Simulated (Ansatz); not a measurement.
Isolated molecules relaxed with PBE0-D4/def2-TZVP in Ansatz; ΔE leaves out vibrations. CBS: MP2 limit from def2 TZ/QZ plus the TZ coupled-cluster correction, frozen cores. For Br outer-core shells are correlated without core-valence functions, which leaves a few kJ/mol of doubt a bond. Scalar relativity is left out up to krypton. Each species was taken in one conformer, which may not be the lowest.

Reaction (substitution at a C–Si bond): `C[Si](O)(O)Br` + `COB(O)OC` → trimethyl borate + `O[SiH](O)Br`

| species | CCSD(T)/CBS(def2) energy (Eh) |
| --- | --- |
| `C[Si](O)(O)Br` | -3053.99021 |
| `COB(O)OC` | -330.77331 |
| `COB(OC)OC` | -370.01339 |
| `O[SiH](O)Br` | -3014.70788 |

Work out ΔE.

ΔE = (-370.01339) + (-3014.70788) − (-3053.99021) − (-330.77331) = 0.04225 Eh = +1.15 eV.

Largest T1 diagnostic among the species: 0.012.

In def2-TZVPP, CCSD(T) changes the Hartree–Fock value by +0.13 eV (the triples alone add +0.01 eV) and MP2 by +0.21 eV. Leaving LDA and LC-ωPBE aside and taking each functional with its dispersion term where it has one, the values, not all of them listed here, spread over 0.11 eV, from BLYP-D4 to r2SCAN0-D4. LDA lies +0.03 eV from PBE without D4.
